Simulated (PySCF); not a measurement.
# Bond curve of BeS

Set-up: Be def2-SVPD, S def2-SVPD; no relativity (PySCF 2.14). Energies in eV from Be + S in their ground configurations at the same level. All curves are PBE0. state 1: ¹Σ⁺ (singlet), closed shell; state 2: ³Π (triplet), unpaired electrons σ ↑, π ↑, a second solution, started from another occupation; state 3: Ms = 0 determinant of mixed spin (⟨S²⟩ near 1.0), unpaired electrons σ ↑, π ↓, a second solution, started from another occupation.

```csv
R (Å),state 1,state 2,state 3
1.513,-2.283,-0.287,-0.217
1.583,-2.904,-1.222,-1.160
1.653,-3.252,-1.870,-1.814
1.706,-3.376,-2.210,-2.159
1.759,-3.410,-2.453,-2.405
1.812,-3.373,-2.616,-2.570
1.882,-3.240,-2.735,-2.692
1.970,-2.981,-2.766,-2.725
2.076,-2.588,-2.683,-2.641
2.216,-2.009,-2.446,-2.400
```

Q: Put a parabola through the three lowest points of the state 1 curve and estimate Re, k and ωe (reduced mass 7.03 u; 1 eV/Å² = 0.16022 mdyn/Å; ωe = 1302.8·√(k/μ) cm⁻¹).

A: Through R = 1.706, 1.759, 1.812 Å the second-order coefficient is 12.6 eV/Å², so Re ≈ 1.758 Å, k ≈ 4.05 mdyn/Å and ωe ≈ 989 cm⁻¹. A polynomial fit of higher order to the unrounded PBE0 energies gives Re = 1.756 Å, k = 4.13 mdyn/Å, ωe = 999 cm⁻¹; anharmonicity and rounding make the difference.

The higher-order fit for each curve: state 1: Re = 1.756 Å, ωe = 999 cm⁻¹, De = 3.41 eV; state 2: Re = 1.951 Å, ωe = 709 cm⁻¹, minimum 2.77 eV below the ground-state fragments; state 3: Re = 1.951 Å, ωe = 714 cm⁻¹, minimum 2.73 eV below the ground-state fragments.
